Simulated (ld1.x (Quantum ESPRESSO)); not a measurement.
# B (Z = 5), TM: configuration errors across variants

| Item | Value |
| --- | --- |
| Element | boron |
| Generator | ld1.x (Quantum ESPRESSO) 7.5 |
| Type | norm-conserving Troullier–Martins (Kleinman–Bylander form) |
| Functional | LDA (PZ) |
| Relativity | scalar-relativistic |
| Frozen core | [He] |
| Valence charge | 3 |
| Reference configuration | 2s1.75 2p1.25 |
| Partial waves | 2s (bound): rc 1.10 bohr; 2p (bound): rc 3.15 bohr |
| Local potential | the p channel |
| Core correction | none |

All-electron excitation energies from the reference (eV): (1) 2s2 2p1 -1.418; (2) 2s2 2p0 6.908; (3) 2s1 2p0 32.213; (4) 2s1 2p2 4.267; (5) 2s2 2p1.3 -2.191; (6) 2s2 2p0.5 1.524; (7) 2s1 2p1 12.865; (8) 2s1.75 2p1.25 spin -0.562; (9) 2s2 2p1 spin -1.653.

Spin tests fill each open shell by Hund’s rule, majority spin first.

1 further variants failed, have other tests or too few solved ones, and are left out.

Errors AE − PS in meV (a dash: test not solved or not reliable):

| change | (1) | (2) | (3) | (4) | (5) | (6) | (7) | (8) | (9) | bound ghosts |
| --- | --- | --- | --- | --- | --- | --- | --- | --- | --- | --- |
| base | -0.8 | +110 | +384 | -6.9 | -3.8 | +18 | -33 | +36 | +12 | none |
| core correction a·sin(br)/r model core inside 0.80 bohr | -1.0 | +108 | +346 | -8.2 | -3.9 | +18 | -38 | +15 | +4.0 | none |
| wave 2s (bound): rc 1.10 bohr becomes 2s (bound): rc 1.00 bohr | -0.8 | +111 | +386 | -6.3 | -3.8 | +19 | -33 | +37 | +12 | none |
| local potential the s channel | -0.8 | +119 | +401 | -6.6 | -2.1 | +21 | -15 | +37 | +12 | none |
| type TM semilocal | -0.8 | +119 | +401 | -6.8 | -3.2 | +20 | -28 | +37 | +12 | none |

Task: Give the same row for: wave 2p (bound): rc 3.15 bohr becomes 2p (bound): rc 2.54 bohr.

Result: -0.1, +54, +220, -1.0, -1.5, +8.7, -15, +49, +19; bound ghosts: none.
